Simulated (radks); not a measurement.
Values are calculated unless marked as measured or tabulated.
Ag I, 47 electrons, occupied as [Kr] 4d9 5s1 5p1 (not the ground configuration). Level of theory: Dirac Kohn-Sham, BLYP, spin-unpolarised, spherical densities, point nucleus; open shells are shared between the two j in proportion to 2j + 1 (a radial shooting solver on a logarithmic mesh with Libxc functionals).

Unscreened Slater integrals over Kohn-Sham orbitals (cm^-1). Large and small components are both included.

\begin{tabular}{lr}
integral & value \\ \hline
F0(5p3/2,5p3/2) & 46608 \\
F2(5p3/2,5p3/2) & 23631 \\
F0(5p3/2,5p1/2) & 47669 \\
G2(5p3/2,5p1/2) & 24116 \\
F0(5p3/2,5s1/2) & 54579 \\
G1(5p3/2,5s1/2) & 31387 \\
F0(5p3/2,4d5/2) & 61027 \\
F2(5p3/2,4d5/2) & 13589 \\
G1(5p3/2,4d5/2) & 5527.2 \\
G3(5p3/2,4d5/2) & 4321.9 \\
F0(5p1/2,5p1/2) & 48814 \\
F0(5p1/2,5s1/2) & 56359 \\
G1(5p1/2,5s1/2) & 33852 \\
F0(5p1/2,4d5/2) & 63683 \\
G3(5p1/2,4d5/2) & 5018.9 \\
F0(5s1/2,5s1/2) & 69092 \\
F0(5s1/2,4d5/2) & 85457 \\
G2(5s1/2,4d5/2) & 13864 \\
F0(4d5/2,4d5/2) & 147990 \\
F2(4d5/2,4d5/2) & 72605 \\
F4(4d5/2,4d5/2) & 47138 \\
\end{tabular}
